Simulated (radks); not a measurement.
Results of a calculation; reference values are marked as such.
Coulomb parameter of the 4d shell of the silver ion Ag+ in the model configuration [Kr] 4d8 5p2, as a second difference U = [E(n + 0.5) + E(n - 0.5) - 2 E(n)] / (0.5)^2 with all orbitals relaxed. "Bare": the charge of the atom changes with n. "Screened": the 5p shell takes up the change at fixed total charge, which measures U(4d,4d) + U(5p,5p) - 2 U(4d,5p). Level of theory: Dirac Kohn-Sham, PBE, spin-unpolarised, spherical densities, finite nucleus; open shells are shared between the two j in proportion to 2j + 1; Fermi nuclear charge, rms radius 4.5454 fm (a radial shooting solver on a logarithmic mesh with Libxc functionals).

case              configuration  E - E(n) (eV)
start              [Kr] 4d8 5p2          0.000
bare +0.5        [Kr] 4d8.5 5p2        -11.335
bare -0.5        [Kr] 4d7.5 5p2         14.567
screened +0.5  [Kr] 4d8.5 5p1.5         -7.637
screened -0.5  [Kr] 4d7.5 5p2.5          8.538

U(bare) = 12.928 eV, U(screened by 5p) = 3.605 eV.
